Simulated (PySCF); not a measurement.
Computed with r2SCAN-D4/def2-TZVP (PySCF). Isolated molecules, 0 K electronic values unless said otherwise. One relaxed conformer stands for a flexible species; it need not be the lowest. Excitations are Tamm–Dancoff values on a coarser integration grid. The basis has no diffuse functions, so Rydberg states are missing or too high.

Reference species (SMILES): `CO[SiH3]` (neutral, multiplicity 1).

The S1 oscillator strength is 0.000 and the HOMO comes out as -7.00 eV. The S1 excitation (TDA) comes out as 6.88 eV and the T1 excitation (TDA) is 6.52 eV.

Changed species: `OC[SiH3]` (H–O–C–Si torsion 60°).

What does the change do to the S1 oscillator strength, HOMO, S1 excitation (TDA) and T1 excitation (TDA)?

the S1 oscillator strength rises by 0.016, to 0.016; the HOMO increases by 0.62 eV, to -6.38 eV; the S1 excitation (TDA) decreases by 0.33 eV, to 6.55 eV; the T1 excitation (TDA) drops by 0.41 eV, to 6.11 eV.
